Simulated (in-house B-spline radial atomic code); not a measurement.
Tc⁷⁺. Computed with a B-spline radial atomic code. Model: all-electron spherical atom, spin shells full or empty, radial basis limit, no spin-orbit coupling, Breit or QED, empty-state partial waves extrapolated as (l+1/2)^-4, RPA, G0W0 and static COHSEX of the highest shell as one setting changes (uncorrelated shells keep exact exchange).

Given: element Tc; charge 7; filled core Ar; hamiltonian one-electron scalar X2C; mean-field start r2SCAN; highest l of empty states 9; nuclear rms radius 4.4112 fm; highest mean-field shell 4p.

Shell: 3d 5 5, 4s 1 1, 4p 3 3 (electrons up and down).

```json
{"lowest nl shells left uncorrelated": "0", "RPA correlation energy (hartree)": "-2.7624", "G0W0 level (eV)": "-152.49", "G0W0 minus most complete (meV)": "0", "COHSEX level (eV)": "-155.76", "linearised minus solved G0W0 (meV)": "-8.6"}
{"lowest nl shells left uncorrelated": "1", "RPA correlation energy (hartree)": "?", "G0W0 level (eV)": "?", "G0W0 minus most complete (meV)": "?", "COHSEX level (eV)": "?", "linearised minus solved G0W0 (meV)": "?"}
{"lowest nl shells left uncorrelated": "2", "RPA correlation energy (hartree)": "-2.4113", "G0W0 level (eV)": "-152.49", "G0W0 minus most complete (meV)": "3.4", "COHSEX level (eV)": "-155.76", "linearised minus solved G0W0 (meV)": "-8.6"}
{"lowest nl shells left uncorrelated": "3", "RPA correlation energy (hartree)": "-1.8803", "G0W0 level (eV)": "-152.47", "G0W0 minus most complete (meV)": "18.6", "COHSEX level (eV)": "-155.73", "linearised minus solved G0W0 (meV)": "-8.6"}
{"lowest nl shells left uncorrelated": "4", "RPA correlation energy (hartree)": "-1.7063", "G0W0 level (eV)": "-152.48", "G0W0 minus most complete (meV)": "13", "COHSEX level (eV)": "-155.73", "linearised minus solved G0W0 (meV)": "-8.6"}
{"lowest nl shells left uncorrelated": "5", "RPA correlation energy (hartree)": "?", "G0W0 level (eV)": "?", "G0W0 minus most complete (meV)": "?", "COHSEX level (eV)": "?", "linearised minus solved G0W0 (meV)": "?"}
{"lowest nl shells left uncorrelated": "6", "RPA correlation energy (hartree)": "-0.42813", "G0W0 level (eV)": "-152.18", "G0W0 minus most complete (meV)": "310.6", "COHSEX level (eV)": "-155.19", "linearised minus solved G0W0 (meV)": "-8.3"}
{"lowest nl shells left uncorrelated": "7", "RPA correlation energy (hartree)": "-0.30148", "G0W0 level (eV)": "-152.98", "G0W0 minus most complete (meV)": "-489.9", "COHSEX level (eV)": "-155.85", "linearised minus solved G0W0 (meV)": "1"}
```

Problem. What follows for lowest nl shells left uncorrelated = 5?

Solution. RPA correlation energy -1.2021 hartree; G0W0 level -152.55 eV; G0W0 minus most complete -64.4 meV; COHSEX level -155.86 eV; linearised minus solved G0W0 -8.8 meV.

Problem. What follows for lowest nl shells left uncorrelated = 1?

Solution. RPA correlation energy -2.5979 hartree; G0W0 level -152.49 eV; G0W0 minus most complete 2.4 meV; COHSEX level -155.76 eV; linearised minus solved G0W0 -8.6 meV.
